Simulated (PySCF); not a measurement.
(Z)-1,2-dibromo-1,2-difluoroethene (C₂Br₂F₂), SMILES F/C(Br)=C(\F)Br.

The structure is a stationary point at B3LYP-D3(BJ)/def2-SVP.

Vertical ionisation energy (IE) and electron affinity (EA) in eV. Rows of orbital energies are one-electron estimates. Where ΔSCF, EOM or ADC give a negative EA the extra electron is unbound and the value depends on the basis.

| level | IE | EA |
|---|---|---|
| −ε(HOMO), −ε(LUMO), HF/def2-TZVP (PySCF) | 10.06 | -3.18 |
| −ε(HOMO), −ε(LUMO), PBE/def2-TZVP (PySCF) | 6.07 | 1.82 |
